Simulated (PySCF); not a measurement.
# Shapes and spin states of [As3]+

Computed with PBE0/[As def2-TZVP], no relativity, density fitting, PySCF.

Relaxations began from a few typed shapes and spin states; open shells are unrestricted. The search is not exhaustive: other isomers or separated fragments can lie lower, and high-lying points may rest on an excited occupation.

Problem. Which is the lowest minimum found?
A. triplet C2v: As–As 2.282 Å (×2), As–As 2.754 Å; As–As–As 52.9° (×2), As–As–As 74.2°
B. singlet D3h: As–As 2.325 Å (×3); As–As–As 60.0° (×3)
C. triplet (⟨S²⟩ 2.22) D∞h: As–As 2.191 Å (×2); As–As–As 180.0°
D. broken-symmetry Ms = 0 (⟨S²⟩ 1.10) D∞h: As–As 2.180 Å (×2); As–As–As 180.0°

Solution. B. The others lie at 150.1 (triplet C2v), 183.5 (triplet D∞h), 214.8 (broken-symmetry Ms = 0 D∞h) kJ/mol above it.

The electron or spin density has lower symmetry than the nuclear frame for the broken-symmetry Ms = 0 (⟨S²⟩ 1.10) D∞h at 214.8 kJ/mol.
